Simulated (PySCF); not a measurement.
# TDDFT excited states: C3H6N2S2Si

Compound: C3H6N2S2Si.
Bonds: C1–S2, S2–C3, C3–S4 (aromatic), S4–N5 (aromatic), N5–N6 (aromatic), N6–C7 (aromatic), C7–Si8, C3–C7 (aromatic). Hydrogens: H9, H10, H11 on C1; H12, H13, H14 on Si8.

Theory: PySCF, TDDFT wB97X-D/def2-SVPD, vertical, gas phase, core orbitals frozen in the response. Isolated species at its GFN2-xTB geometry (one conformer only). Torsions of this conformer, `[CH3:1][S:2][c:3]1[s:4][n:5][n:6][c:7]1[SiH3:8]`: C1–S2–C3–S4 0°.

```json
{"state": "S1", "E (eV)": "4.13", "ν̃ (cm⁻¹)": "33350", "f": "0.0013", "symmetry": "–", "main configurations (H = HOMO, L = LUMO)": "H-1→L (95%)"}
{"state": "S2", "E (eV)": "4.75", "ν̃ (cm⁻¹)": "38310", "f": "0.160", "symmetry": "A′", "main configurations (H = HOMO, L = LUMO)": "H→L (96%)"}
{"state": "S3", "E (eV)": "5.18", "ν̃ (cm⁻¹)": "41750", "f": "0.0000", "symmetry": "–", "main configurations (H = HOMO, L = LUMO)": "H→L+1 (85%)"}
{"state": "S4", "E (eV)": "5.59", "ν̃ (cm⁻¹)": "45100", "f": "0.016", "symmetry": "A′", "main configurations (H = HOMO, L = LUMO)": "H-2→L (40%), H-1→L+1 (35%), H-1→L+2 (14%)"}
{"state": "S5", "E (eV)": "5.62", "ν̃ (cm⁻¹)": "45340", "f": "0.0002", "symmetry": "–", "main configurations (H = HOMO, L = LUMO)": "H→L+2 (78%)"}
{"state": "S6", "E (eV)": "6.06", "ν̃ (cm⁻¹)": "48880", "f": "0.0033", "symmetry": "A″", "main configurations (H = HOMO, L = LUMO)": "H-1→L+4 (91%)"}
{"state": "S7", "E (eV)": "6.09", "ν̃ (cm⁻¹)": "49120", "f": "0.0002", "symmetry": "–", "main configurations (H = HOMO, L = LUMO)": "H→L+4 (37%), H-1→L+1 (27%), H-2→L (26%)"}
{"state": "S8", "E (eV)": "6.41", "ν̃ (cm⁻¹)": "51720", "f": "0.0052", "symmetry": "A″", "main configurations (H = HOMO, L = LUMO)": "H-2→L+1 (53%), H-2→L+2 (17%), H→L+3 (16%)"}
```

Triplets, Tamm–Dancoff:

| state | E (eV) | λ (nm) | main configurations (H = HOMO, L = LUMO) |
| --- | --- | --- | --- |
| T1 | 3.36 | 368.7 | H→L (91%) |
| T2 | 3.46 | 357.9 | H-1→L (84%), H-1→L+4 (14%) |
| T3 | 4.77 | 259.8 | H-2→L (91%) |

The lowest singlet lies at 4.13 eV (300 nm, ultraviolet) and is very weak; its leading configuration is HOMO-1→LUMO (95%). The strongest level in the table is S2 at 4.75 eV (261 nm, f = 0.160). Löwdin shares by element: HOMO sulfur 42% or more, carbon 27% or more, nitrogen 13% or more (atoms not listed hold the other 18%); LUMO nitrogen 32%, sulfur 24% or more, carbon 23% or more (atoms not listed hold the other 22%). Weighted by f, the mean energy of these states is 4.89 eV. The oscillator strengths of these states sum to 0.186; summed over the whole spectrum of an exact calculation they would give the number of electrons, 84 (Thomas–Reiche–Kuhn). Orbital energies (eV): HOMO-3 -11.46, HOMO-2 -10.26, HOMO-1 -9.22, HOMO -8.63, LUMO 0.08, LUMO+1 1.15, LUMO+2 1.41. Symmetry labels in Cs follow from the direction of the transition dipole and are given only for states with f of 0.002 or more. Singlets were solved by full linear response, triplets in the Tamm–Dancoff approximation.
